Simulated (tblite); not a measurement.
C5H11FOSi.
Structure used (GFN2-xTB), in Å, numbered top down from 1:
```xyz
19
C5H11FOSi angstrom
C      3.1985   -1.1243   -0.0598
O      1.8703   -0.7054    0.0068
Si     1.2693    0.7667    0.3013
C     -0.5888    0.5041    0.2532
C     -1.4410    1.7224    0.4543
C     -1.1412   -0.6892    0.0545
C     -2.6138   -0.9413    0.0124
F     -2.8819   -2.2734   -0.1911
H      3.3973   -1.8194    0.7592
H      3.3585   -1.6390   -1.0095
H      3.8946   -0.2872    0.0107
H      1.6944    1.2816    1.6113
H      1.6938    1.7363   -0.7192
H     -2.0580    1.9080   -0.4251
H     -2.1110    1.5890    1.3036
H     -0.8287    2.6010    0.6339
H     -0.5245   -1.5623   -0.0912
H     -3.1009   -0.6637    0.9568
H     -3.0967   -0.3948   -0.8089
```

All values are computed: GFN2-xTB (tblite) harmonic vibrations without scaling, gas phase. Errors from tens to a few hundred cm⁻¹ against measured bands are possible. Modes of hydrogen on silicon can be 10 to 20 % off. One conformer, not necessarily the lowest. The optimisation stopped once no atom felt more than 0.01 eV/Å.

Lowest wavenumbers of the output (negative numbers stand for imaginary wavenumbers):
```
mode    cm-1
  1     -92.5
  2      45.0
  3      63.5
  4      75.2
  5      79.5
  6      92.3
  7     171.3
  8     176.6
  9     246.7
 10     272.2
```

**Question.** Is this structure a minimum?

**Answer.** No. 1 mode is imaginary beyond 20i (92i cm⁻¹), so at this level the point lies at or near a first-order saddle.

**Question.** Which atoms move in the imaginary mode?

**Answer.** 92i: H9 (methyl hydrogen) 32 %, H10 (methyl hydrogen) 31 %, H11 (methyl hydrogen) 30 %. These are shares of the mass-weighted motion.

**Question.** What is the remedy?

**Answer.** Step along that mode in both directions, optimise again with tighter thresholds and repeat the frequencies. The zero-point energy of this point (91.7 kcal/mol) counts the 50 real modes alone, and thermal corrections from it aren't those of a minimum.
